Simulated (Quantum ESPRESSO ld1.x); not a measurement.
The mean radii <r> (bohr) of the occupied orbitals of an atom or ion are listed with their occupations. Method: non-relativistic Kohn-Sham, LDA (Slater exchange, VWN5 correlation), spin-polarised, spherical densities, point nucleus; computed with ld1.x of Quantum ESPRESSO 7.5.

| orbital | occ. | <r> |
|---|---|---|
| 1s | 2 | 0.1314 |
| 2s | 2 | 0.6999 |
| 2p | 6 | 0.6843 |

Name the element and its charge. Open shells, if any, are filled with parallel spins first.

Answer. Z = 12, magnesium, charge +2: Mg2+ in [Ne]. The 1s radius gives Z: for a bare nucleus <r> = 1.5/Z, 0.125 bohr for Z = 12, and screening makes it slightly larger (0.1314 here). The occupations add up to 10, and the charge is Z minus that.
